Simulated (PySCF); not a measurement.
Si(F)(SiH3) (FH3Si2), SMILES [Si]([SiH3])F (connectivity only; charge and spin as stated), neutral, multiplicity 1. Atoms are numbered in the order given.

```xyz
6

Si     0.6800    -0.8749     0.0000
F     -0.8025    -1.5434     0.0000
Si    -0.1028     1.4500     0.0000
H     -0.9387     1.7066     1.2045
H     -0.9387     1.7066    -1.2045
H      1.0195     2.4251     0.0000
```
Charge 0, spin multiplicity 1.

Geometry optimised at B3LYP-D3(BJ)/def2-TZVP.

Calculation: B3LYP/def2-TZVPD (PySCF).

ESP charges are fitted to the potential on shells at 1.4 to 2.0 van der Waals radii. Atomic charges (e):

```json
[
 {"atom": "Si1", "ESP fit": "0.07", "meta-Löwdin": "0.55"},
 {"atom": "F2", "ESP fit": "-0.16", "meta-Löwdin": "-0.48"},
 {"atom": "Si3", "ESP fit": "0.56", "meta-Löwdin": "0.18"},
 {"atom": "H4", "ESP fit": "-0.15", "meta-Löwdin": "-0.08"},
 {"atom": "H5", "ESP fit": "-0.15", "meta-Löwdin": "-0.08"},
 {"atom": "H6", "ESP fit": "-0.18", "meta-Löwdin": "-0.09"}
]
```
